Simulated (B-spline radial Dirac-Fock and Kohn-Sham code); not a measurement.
Method: independent-particle photoionisation in a Dirac-Hartree-Slater potential with a Latter tail, all multipoles, thresholds from Dirac-Fock ΔSCF. Computed with a radial atomic solver. Kinetic energies are from the vacuum level. Open shells are spread statistically over j, without multiplet splitting. Without correlation, outer binding energies are uncertain by a few eV, most for open f shells.

Question: A free atom or ion in its tabulated ground configuration is ionised with 5960 eV photons and gives these photoelectron lines. Identify it and assign the lines.

```csv
kinetic energy (eV),relative cross section
3364.7,100.0
5615.8,6.5
5679.4,0.69
5680.6,1.3
```

Answer: S⁶⁺, [He] 2s2 2p6. Binding energies are hν less the kinetic energy: 1s 2595.3 eV, 2s 344.2 eV, 2p1/2 280.6 eV, 2p3/2 279.4 eV.
